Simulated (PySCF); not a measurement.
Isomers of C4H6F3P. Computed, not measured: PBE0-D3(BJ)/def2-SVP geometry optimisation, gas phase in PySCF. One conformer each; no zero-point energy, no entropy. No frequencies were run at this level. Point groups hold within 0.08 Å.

Question: Order them by energy at this level, lowest first, and give relative energies in kcal/mol.
A. `[CH3:1][CH2:2]/[CH:3]=[P:4]\[C:5]([F:6])([F:7])[F:8]` with C1–C2–C3–P4 -114°
B. `[F:1][C:2]([F:3])([F:4])[P:5]1[CH2:6][CH2:7][CH2:8]1` with C2–P5–C6–C7 87°, P5–C6–C7–C8 11°, C6–C7–C8–P5 -11°, C2–P5–C8–C7 -87°

Answer: B (0.0), A (9.0).

As drawn, the lower has a four-membered ring, which the higher lacks.

| SMILES | E (Eh) | E rel (kcal/mol) | dipole (D) | point group | A, B, C (MHz) |
| --- | --- | --- | --- | --- | --- |
| FC(F)(F)P1CCC1 | -795.86861 | 0.0 | 2.42 | near Cs | 2874, 1348, 1333 |
| CC/C=P\C(F)(F)F | -795.85426 | 9.0 | 2.59 | C1 | 2705, 1162, 998.5 |

How do the relative energies change in single points at PBE0/pcSseg-1 (no added dispersion term) on the same geometries?

```csv
SMILES,PBE0-D3(BJ)/def2-SVP (kcal/mol),PBE0/pcSseg-1 (kcal/mol),shift
FC(F)(F)P1CCC1,0.0,0.0,0.0
CC/C=P\C(F)(F)F,9.0,7.2,-1.8
```

Each column counts from its own lowest isomer. The order is unchanged; the largest shift is 1.8 kcal/mol.

As an exercise, what shares would exp(−E/RT) give at 2000 K from these electronic energies alone (no entropy, no degeneracies)?

RT = 3.974 kcal/mol: FC(F)(F)P1CCC1 90.6 %, CC/C=P\C(F)(F)F 9.4 %.
